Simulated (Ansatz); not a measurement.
CH$_{2}$ClIOSi (`Cl[Si]1(I)CO1`), 7 atoms. Total charge 0; spin multiplicity 1. Correlated methods include outer-core shells of I, which these sets cover unevenly. I takes the def2 core potential. All runs use 4 threads of an Intel Xeon Platinum 8488C on a shared host. Correlated methods freeze the cores.

(1) How many basis functions does each run have, and how long does it take in Ansatz? RKS r2SCANh-D4/def2-TZVPP energy; RKS ωB97M-V/def2-SVP energy; RKS PBE0-D4/def2-SVP energy; RHF-CCSD(T)/def2-TZVPP energy; RKS LC-ωPBE/def2-TZVPP energy; RHF-MP2/def2-QZVPP energy; RKS PBE0-D4/def2-QZVPP energy; RHF-CCSD(T)/def2-SVP energy; RKS CAM-B3LYP-D4/def2-TZVPP energy; RKS ωB97M-V/def2-QZVPP energy; RKS PBE0-D4/def2-TZVP relaxation (6 steps); direct RPA on PBE orbitals/def2-TZVPP energy. (Estimate.)

Results:

(1) Computed: Other jobs shared the machine, so times are rough.

```tsv
level	job	functions	wall time	peak host memory (GiB)
RKS PBE0-D4/def2-SVP	energy	100	0.9 s	0.23
RKS LC-ωPBE/def2-TZVPP	energy	224	1.8 s	0.44
RKS CAM-B3LYP-D4/def2-TZVPP	energy	224	2.5 s	0.73
RKS ωB97M-V/def2-SVP	energy	100	3 s	0.34
RKS r2SCANh-D4/def2-TZVPP	energy	224	3.3 s	0.66
RHF-CCSD(T)/def2-SVP	energy	100	3.3 s	0.44
direct RPA on PBE orbitals/def2-TZVPP	energy	224	3.4 s	0.56
RKS PBE0-D4/def2-QZVPP	energy	396	6 s	1.6
RHF-MP2/def2-QZVPP	energy	396	11 s	1.9
RKS ωB97M-V/def2-QZVPP	energy	396	11 s	1.8
RKS PBE0-D4/def2-TZVP	relaxation (6 steps)	198	18 s	0.61
RHF-CCSD(T)/def2-TZVPP	energy	224	82 s	3.9
```

LC-ωPBE has ω = 0.4 bohr⁻¹.
